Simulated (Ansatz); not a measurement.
Isomers of CH₈AlNSi₂, relaxed with PBE0-D4/def2-TZVP in Ansatz; electronic energies, one conformer each and not always the lowest. Functionals use def2-TZVPP; CBS adds triple-zeta CCSD(T) − MP2 to the MP2 limit of def2-TZVPP and def2-QZVPP.

Problem. Order them by energy at frozen-core CCSD(T)/CBS, lowest first. (Best estimate.)
A. `C=[N][Al]([SiH3])[SiH3]`
B. `[AlH2][SiH]1C[SiH2]N1`
C. `[AlH2][SiH]1CN1[SiH3]`
D. `[SiH3][SiH2][N]1[CH2][AlH]1`

Solution. B (0.0 kcal/mol), A (30.5 kcal/mol), C (37.5 kcal/mol), D (38.8 kcal/mol).

Problem. How do MP2/CBS(def2), PBE-D4, HF/CBS(def2), B3LYP place them (kcal/mol, against `[AlH2][SiH]1C[SiH2]N1`)? (Best estimate.)

Solution. The calculation gave: 
| isomer | MP2/CBS(def2) | PBE-D4 | HF/CBS(def2) | B3LYP |
| --- | --- | --- | --- | --- |
| `[AlH2][SiH]1CN1[SiH3]` | 37.9 | 33.1 | 44.6 | 37.8 |
| `C=[N][Al]([SiH3])[SiH3]` | 36.6 | 24.4 | 26.4 | 22.2 |
| `[SiH3][SiH2][N]1[CH2][AlH]1` | 39.6 | 36.2 | 41.0 | 35.6 |

B3LYP here is the variant with VWN-RPA as its local correlation; programs differ in this.
